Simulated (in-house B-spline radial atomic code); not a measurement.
**Ionising Ar7+ with different functionals**

Computed with an all-electron radial atomic-structure program (B-spline basis): four-component Dirac-Coulomb Hamiltonian, Fermi nucleus of rms radius 3.4274 fm, spin-restricted, spherical fractional occupations for the functionals. The ionisation energy is the difference of two self-consistent energies, [Ne] 3s1 → [He] 2s2 2p6, without Breit or QED terms; ε is the level of the shell that loses the electron (mean over j).

Hybrids are left out here: with spherical fractional occupations of an open shell their exact exchange keeps a self-interaction that integer-occupation calculations don't have.

```csv
method,rung,ΔSCF (eV),-ε(3s) (eV)
LDA VWN5,LDA,143.28,134.51
relativistic LDA,LDA,143.21,134.44
LDA PW92,LDA,143.28,134.50
LDA exchange-only,LDA,141.78,132.91
PBE,GGA,143.60,134.31
PBEsol,GGA,142.96,134.03
BLYP,GGA,143.98,134.55
RPBE,GGA,143.58,133.98
PW91,GGA,143.70,134.40
BP86,GGA,142.94,134.38
AM05,GGA,142.68,133.94
OLYP,GGA,143.61,133.56
```

(1) How do they compare with the NIST value?

Answers

(1) NIST lists 143.457 eV ± 0.0012 (semi-empirical, ground level to ground level). Errors run from -1.68 to +0.52 eV; RPBE is closest (+0.13 eV), but part of that can be cancellation, since the calculations leave out Breit-QED terms, spin polarisation.
